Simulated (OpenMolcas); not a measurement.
Mn III: Racah parameters, worked from levels

| Property | Result |
| --- | --- |
| Program | OpenMolcas 26.06 |
| Basis | ANO-L-VQZP [7s6p4d3f2g] |
| Scalar Hamiltonian | non-relativistic, point nucleus |
| Active space | 5 electrons in 5 orbitals (3d) |
| State averaging | 2S+1 = 6 even, 1 root; 2S+1 = 4 even, 24 roots (17 in the spin-orbit step); 2S+1 = 2 even, 75 roots (13 in the spin-orbit step) |
| Spin-orbit coupling | state interaction with AMFI integrals over the reference wave functions, term energies averaged over their components |

Methods: CASSCF; SS-CASPT2, IPEA 0.25 Eh, imaginary shift 0.1 Eh (closed shells correlated: 3s 3p).

**Racah parameters.** Above 6S, d5 has 4D at 17B + 5C, 4G at 10B + 5C and 4P at 7B + 7C. The first two fix B and C, and the third tests them; where it misses by thousands of cm-1, two parameters do not describe the configuration (Trees and configuration-interaction terms are left out) and B and C hang on the terms chosen. Term energies are centres of gravity, weighted by 2J + 1.

```
   Source     4D     4G     B     C   C/B  4P from B, C  4P found
   CASSCF  40346  32434  1130  4226  3.74         37492     37320
SS-CASPT2  33473  27806   810  3942  4.87         33264     30514
```

Energies in cm-1. From CASSCF to SS-CASPT2, B changes by -28.3 % and C by -6.7 %.

CASPT2 breaks the degeneracy within a term, and the mean is taken; among the terms shown or strongly mixed into the levels shown the widest spread is 37 cm-1 (3d5 4D, SS-CASPT2). Some high roots are left out of the spin-orbit mixing, which shifts the levels that they would mix with. Without dynamic correlation excited terms often stand tens of per cent too high (terms of higher spin than the ground term too low), and those without a measured partner can miss by more than the paired ones (holds for CASSCF). Only configurations of the active space appear.
